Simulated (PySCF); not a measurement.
Computed IR spectrum (relative IR intensity) of a molecule C₄H₆F₂. Coordinates come from a B3LYP-D3(BJ)/def2-SVP optimisation. The values are those of a single conformer. All values below come from PySCF with B3LYP-D3(BJ)/def2-SVP. Harmonic, unscaled wavenumbers; measured fundamentals usually lie a few per cent lower.

Lines under 2 % of the strongest are left out, and lines within 2 cm⁻¹ are merged.

ν (cm⁻¹): 557 (w), 728 (w), 956 (w), 997 (w), 1047 (vw), 1161 (s), 1257 (vs), 1297 (m), 1414 (m), 1442 (w), 1460 (w), 1821 (w), 3028 (m), 3030 (vw), 3091 (w), 3154 (w), 3166 (w) (against the strongest line: vs over 80 %, s over 45 %, m over 15 %, w over 4 %, vw less)

Problem. Identify the compound among the candidates.
(A) C[C@H]1[C@@H](F)[C@H]1F
(B) C[C@@H]1CC1(F)F
(C) C=CC(C)(F)F
(D) C/C(F)=C(\C)F

Solution. D, C/C(F)=C(\C)F
